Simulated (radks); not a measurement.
Question: All-electron atom: the indium ion In2+ in [Kr] 4d10 5s1. Calculated with a radial shooting solver on a logarithmic mesh with Libxc functionals: Dirac Kohn-Sham, PBEsol, spin-unpolarised, spherical densities, point nucleus. Some entries of the table are withheld. Estimate them.

| orbital | occ. | eigenvalue (eV) | <r^2> (bohr^2) | <r> (bohr) |
|---|---|---|---|---|
| 1s1/2 | 2 | -27740.16 | 0.001195 | 0.02972 |
| 2s1/2 | 2 | -4167.926 | 0.01943 | 0.1282 |
| 2p1/2 | 2 | -3888.588 | 0.01446 | (1) |
| 2p3/2 | 4 | -3677.880 | 0.01577 | (2) |
| 3s1/2 | 2 | -805.3420 | 0.1391 | 0.3486 |
| 3p1/2 | 2 | -692.6114 | 0.1341 | 0.3396 |
| 3p3/2 | 4 | -654.5531 | 0.1428 | 0.3507 |
| 3d3/2 | 4 | -454.9988 | 0.1236 | 0.3224 |
| 3d5/2 | 6 | -447.1985 | 0.1262 | 0.3259 |
| 4s1/2 | 2 | -137.5167 | (3) | 0.8480 |
| 4p1/2 | 2 | -100.6836 | 0.9289 | 0.9009 |
| 4p3/2 | 4 | -94.0093 | 0.9929 | 0.9314 |
| 4d3/2 | 4 | -37.0522 | 1.594 | (4) |
| 4d5/2 | 6 | -36.1769 | 1.637 | (5) |
| 5s1/2 | 1 | -23.6801 | 6.118 | 2.330 |

Answer: 
(1) 2p1/2 <r> (bohr): 0.1085
(2) 2p3/2 <r> (bohr): 0.1138
(3) 4s1/2 <r^2> (bohr^2): 0.8147
(4) 4d3/2 <r> (bohr): 1.157
(5) 4d5/2 <r> (bohr): 1.172
